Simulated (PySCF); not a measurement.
# Correlation energy of Sr¹⁸⁺ (strontium, charge +18)

[Ar] 3d2, high-spin 3F determinant. Calculation: PySCF 2.14, in an uncontracted even-tempered set (19 s from 1.7 bohr⁻², ratio 2.5; 12 p from 2.2 bohr⁻², ratio 2.5; 8 d from 2.2 bohr⁻², ratio 2.5; 4 f from 7.7 bohr⁻², ratio 2.7; 3 g from 12 bohr⁻², ratio 2.7); scalar relativity by spin-free X2C-1e. Frozen: [Ne]; 10 electrons correlated; the 31 highest virtual orbitals of each spin left out.

```json
{"level": "CCSD", "correlation energy (mhartree)": "-427.40"}
{"level": "(T)", "correlation energy (mhartree)": "-3.79"}
{"level": "CCSD(T)", "correlation energy (mhartree)": "-431.19"}
```

Diagnostics: T1 = 0.00083, D1 = 0.0018, largest double amplitude 0.029.

Problem. Is a single reference adequate?

Solution. Yes, within this model without spin-orbit coupling: T1 lies below 0.03 and no double amplitude reaches 0.07.

At this charge the one-electron X2C treatment keeps the bare 1/r₁₂, with no two-electron picture change or Breit term. The effect here is smaller than on the frozen 1s shell; and a scalar Hamiltonian misses the large spin-orbit splitting of the p shells, which matters for ns² → np² pairs.
